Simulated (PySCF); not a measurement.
Al(Me)(Et)(OH) (C3H9AlO), SMILES C[CH2][Al]([CH3])[OH].

Geometry: r2SCAN-D4/def2-SVP. The structure was generated by enumeration; whether it is a known compound was not checked. One conformer was computed; it need not be the lowest.

These are r2SCAN-D4/def2-SVP (PySCF) values and carry that method's errors.

Frequencies are harmonic and unscaled.

A small imaginary wavenumber (i) marks a very flat motion, where grid noise or a shallow saddle decides the sign.

```tsv
mode	ν (cm⁻¹)	IR (km/mol)	moving atoms (share of kinetic energy)
1	6i	0.1	H 94 %
2	42	0.3	H 53 %, C 40 %
3	92	3.3	C 38 %, H 27 %, O 25 %, Al 10 %
4	149	5.6	H 56 %, Al 29 %, O 8 %
5	179	3.0	C 34 %, H 30 %, O 28 %, Al 8 %
6	244	1.6	H 65 %, Al 24 %, C 9 %
7	297	27.8	C 50 %, H 27 %, Al 17 %
8	401	107.8	H 90 %, O 9 %
9	527	14.5	C 57 %, H 31 %
10	544	21.1	H 80 %, C 18 %
11	551	142.5	H 70 %, O 22 %
12	638	14.2	H 49 %, C 31 %, Al 13 %
13	650	66.3	H 69 %, C 21 %, Al 10 %
14	713	182.9	H 38 %, Al 35 %, C 26 %
15	864	108.6	Al 44 %, O 43 %, H 11 %
16	914	3.0	H 92 %
17	951	15.4	H 84 %, C 13 %
18	1033	25.0	C 76 %, H 24 %
19	1201	30.3	H 78 %, C 22 %
20	1210	13.6	H 60 %, C 39 %
21	1239	2.0	H 77 %, C 23 %
22	1386	5.5	H 83 %, C 17 %
23	1417	3.7	H 91 %, C 9 %
24	1423	3.1	H 95 %
25	1425	3.0	H 95 %
26	1471	2.5	H 97 %
27	1484	6.4	H 97 %
28	2998	21.8	H 95 %
29	3011	50.2	H 97 %
30	3021	3.5	H 97 %
31	3042	8.6	H 91 %, C 9 %
32	3092	31.6	H 91 %, C 9 %
33	3102	31.8	H 91 %, C 9 %
34	3111	6.6	H 91 %, C 9 %
35	3137	5.4	H 91 %, C 9 %
36	3930	64.2	H 94 %
```
